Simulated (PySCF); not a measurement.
AlCl3, SMILES [Cl][Al-]([Cl])[Cl], charge -1, multiplicity 2.

Geometry: TPSSh-D3(BJ)/def2-SVPD.

Method: B3LYP/def2-TZVPD in PySCF.

Computed frontier levels, dipole moment and polarisability:
```
Quantity                                                            Result
------------------------------------------------  ------------------------
α spin, highest occupied and lowest empty level          -0.71 and 3.26 eV
β spin, highest occupied and lowest empty level          -3.85 and 1.86 eV
dipole moment about the centre of nuclear charge                    0.04 D
mean static polarisability                           99.6 bohr³ (14.76 Å³)
polarisability, principal values                  92.5, 103.1, 103.1 bohr³
⟨S²⟩                                               0.751 (pure state 0.75)
```
